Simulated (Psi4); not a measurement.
C$_{3}$H$_{10}$OSi (SMILES C[Si](C)(C)O), singlet, geometry from GFN2-xTB; Psi4 1.11 with LCCD/STO-3G.

Psi4 was given this input:
```
memory 2 GB

molecule mol {
0 1
  C    -0.069981    1.175807   -1.483276
  Si   -0.021983    0.014594    0.029215
  C    -0.820707   -1.663275   -0.356140
  C     1.788383   -0.186252    0.595418
  O    -0.949350    0.605455    1.245447
  H     0.457019    0.750885   -2.330995
  H     0.389222    2.136687   -1.266201
  H    -1.092066    1.366693   -1.797122
  H    -0.807709   -2.310256    0.514835
  H    -0.299084   -2.175463   -1.158083
  H    -1.855942   -1.541970   -0.657677
  H     2.394129   -0.668889   -0.164219
  H     2.249198    0.773447    0.814295
  H     1.851554   -0.790786    1.495497
  H    -0.769948    1.454014    1.641076
}

set basis sto-3g
set reference rhf

energy('lccd')
print_variables()
```

Problem. Write the output that Psi4 gives for this input, abridged.

Solution. 
```
   => Loading Basis Set <=

    Name: STO-3G
    Role: ORBITAL
    Keyword: BASIS

         ---------------------------------------------------------
                                   SCF
               by Justin Turney, Rob Parrish, Andy Simmonett
                          and Daniel G. A. Smith
                              RHF Reference
         ---------------------------------------------------------

  ==> Geometry <==

    Molecular point group: c1
    Full point group: C1

    Geometry (in Angstrom), charge = 0, multiplicity = 1:

       Center              X                  Y                   Z               Mass
    ------------   -----------------  -----------------  -----------------  -----------------
         C           -0.042314339929     1.164764821910    -1.515245256754    12.000000000000
         SI           0.005683660071     0.003551821910    -0.002754256754    27.976926534650
         C           -0.793040339929    -1.674317178090    -0.388109256754    12.000000000000
         C            1.816049660071    -0.197294178090     0.563448743246    12.000000000000
         O           -0.921683339929     0.594412821910     1.213477743246    15.994914619570
         H            0.484685660071     0.739842821910    -2.362964256754     1.007825032230
         H            0.416888660071     2.125644821910    -1.298170256754     1.007825032230
         H           -1.064399339929     1.355650821910    -1.829091256754     1.007825032230
         H           -0.780042339929    -2.321298178090     0.482865743246     1.007825032230
         H           -0.271417339929    -2.186505178090    -1.190052256754     1.007825032230
         H           -1.828275339929    -1.553012178090    -0.689646256754     1.007825032230
         H            2.421795660071    -0.679931178090    -0.196188256754     1.007825032230
         H            2.276864660071     0.762404821910     0.782325743246     1.007825032230
         H            1.879220660071    -0.801828178090     1.463527743246     1.007825032230
         H           -0.742281339929     1.442971821910     1.609106743246     1.007825032230

  Running in c1 symmetry.

  Rotational constants: A =      0.11211  B =      0.10917  C =      0.10075 [cm^-1]
  Rotational constants: A =   3361.10870  B =   3272.70963  C =   3020.39189 [MHz]
  Nuclear repulsion =  249.464365701034183

  Charge       = 0
  Multiplicity = 1
  Electrons    = 50
  Nalpha       = 25
  Nbeta        = 25

  ==> Algorithm <==

  SCF Algorithm Type is PK.
  DIIS enabled.
  MOM disabled.
  Fractional occupation disabled.
  Guess Type is SAD.
  Energy threshold   = 1.00e-08
  Density threshold  = 1.00e-08
  Integral threshold = 1.00e-12

  ==> Primary Basis <==

  Basis Set: STO-3G
    Blend: STO-3G
    Number of shells: 27
    Number of basis functions: 39
    Number of Cartesian functions: 39
    Spherical Harmonics?: true
    Max angular momentum: 1

  ==> Integral Setup <==

  Using in-core PK algorithm.
   Calculation information:
      Number of atoms:                  15
      Number of AO shells:              27
      Number of primitives:             81
      Number of atomic orbitals:        39
      Number of basis functions:        39

      Integral cutoff                 1.00e-12
      Number of threads:                 1

  Performing in-core PK
  Using 609180 doubles for integral storage.
  We computed 67777 shell quartets total.
  Whereas there are 71631 unique shell quartets.

  ==> DiskJK: Disk-Based J/K Matrices <==

    J tasked:                  Yes
    K tasked:                  Yes
    wK tasked:                  No
    Schwarz Cutoff:          1E-12

  Minimum eigenvalue in the overlap matrix is 2.2792617587E-01.
  Reciprocal condition number of the overlap matrix is 9.6404304840E-02.
    Using symmetric orthogonalization.

  ==> Pre-Iterations <==

  SCF Guess: Superposition of Atomic Densities via on-the-fly atomic UHF (no occupation information).

   -------------------------
[...]

[...]
    Final Occupation by Irrep:
              A
    DOCC [    25 ]
    NA   [    25 ]
    NB   [    25 ]

  @RHF Final Energy:  -477.55583486963144

   => Energetics <=

    Nuclear Repulsion Energy =            249.4643657010341826
    One-Electron Energy =               -1156.3920149570872127
    Two-Electron Energy =                 429.3718143864215335
    Total Energy =                       -477.5558348696314397

Computation Completed

Properties will be evaluated at   0.000000,   0.000000,   0.000000 [a0]

Properties computed using the SCF density matrix

 Multipole Moments:

 ------------------------------------------------------------------------------------
     Multipole            Electronic (a.u.)      Nuclear  (a.u.)        Total (a.u.)
 ------------------------------------------------------------------------------------

 L = 1.  Multiply by 2.5417464519 to convert [e a0] to [Debye]
 Dipole X            :         -2.2617841            2.6140846            0.3523005
 Dipole Y            :          1.3294555           -1.0433384            0.2861171
 Dipole Z            :          2.8931662           -3.0206494           -0.1274832
 Magnitude           :                                                    0.4714135

 ------------------------------------------------------------------------------------

 MINTS: Wrapper to libmints.
   by Justin Turney

   Calculation information:
      Number of threads:                 1
      Number of atoms:                  15
      Number of AO shells:              27
      Number of SO shells:              27
      Number of primitives:             81
      Number of atomic orbitals:        39
      Number of basis functions:        39

      Number of irreps:                  1
      Integral cutoff                 1.00e-12
      Number of functions per irrep: [  39 ]

 OEINTS: Overlap, kinetic, potential, dipole, and quadrupole integrals
         stored in file 35.

      Computed 295127 non-zero two-electron integrals.
        Stored in file 33.

        ==> Transform all two-electron integrals <==

	Presorting SO-basis two-electron integrals.
	Sorting File: SO Ints (nn|nn) nbuckets = 1
	Constructing frozen core operators
	Starting first half-transformation.
	Sorting half-transformed integrals.
	First half integral transformation complete.
	Starting second half-transformation.
	Two-electron integral transformation complete.

Traceback (most recent call last):
  File "psi4", line 375, in <module>
  File "<string>", line 36, in <module>
  File "site-packages/psi4/driver/driver.py", line 533, in energy
  File "site-packages/psi4/driver/procrouting/proc.py", line 694, in select_lccd
  File "site-packages/psi4/driver/procrouting/proc.py", line 5807, in run_cepa

RuntimeError:
Fatal Error: ndocc must be less than nvirt
The most recent 5 function calls were:

psi::PsiException::PsiException(std::__cxx11::basic_string<char, std::char_traits<char>, std::allocator<char> >, char const*, int)

Printing out the relevant lines from the Psithon --> Python processed input file:
      H    -0.769948    1.454014    1.641076
    ""","mol")
    core.IO.set_default_namespace("mol")
    core.set_global_option("BASIS", "sto-3g")
    core.set_global_option("REFERENCE", "rhf")
--> energy('lccd')
    print_variables()

!----------------------------------------------------------------------------------!
!                                                                                  !
! Fatal Error: ndocc must be less than nvirt                                       !
! The most recent 5 function calls were:                                           !
! psi::PsiException::PsiException(std::__cxx11::basic_string<char,                 !
!     std::char_traits<char>, std::allocator<char> >, char const*, int)            !
!                                                                                  !
!----------------------------------------------------------------------------------!
```

The run crashed.
